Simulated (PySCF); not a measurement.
How methods differ on the ionisation energy of Ca

Ca [Ar] 4s2 (1S) → Ca⁺ [Ar] 4s1 (2S), as a difference of total energies. Calculation: PySCF 2.14, in ANO-RCC-VTZP (6s5p2d1f, 38 functions); scalar relativity by spin-free X2C-1e. Correlated levels: valence: [Ar] frozen; valence and next inner shell: [Ne] frozen. The calculations carry no spin-orbit coupling.

```json
{"method": "UHF", "ionisation energy (eV)": "5.138"}
{"method": "PBE", "ionisation energy (eV)": "6.102"}
{"method": "PBE0", "ionisation energy (eV)": "6.023"}
{"method": "r2SCAN", "ionisation energy (eV)": "5.832"}
{"method": "B97-3", "ionisation energy (eV)": "6.197"}
{"method": "M06-L", "ionisation energy (eV)": "6.110"}
{"method": "r2SCAN0", "ionisation energy (eV)": "5.858"}
{"method": "BHandHLYP", "ionisation energy (eV)": "5.986"}
{"method": "MP2 (valence)", "ionisation energy (eV)": "5.628"}
{"method": "MP2 (valence and next inner shell)", "ionisation energy (eV)": "5.861"}
{"method": "SCS-MP2 (valence and next inner shell)", "ionisation energy (eV)": "5.909"}
```

Problem. Estimate what LDA gives.

Solution. 6.244 eV, closest to B97-3 among the rows shown.

Problem. Estimate what SCS-MP2 (valence) gives.

Solution. 5.727 eV, closest to MP2 (valence) among the rows shown.

Errors of the correlated levels include the incompleteness of this basis and the frozen core.

MP2 underrates the near-degeneracy of ns² with np² in the lower species.

For comparison: 6.113 eV (measured; NIST Atomic Spectra Database, ionization energies).
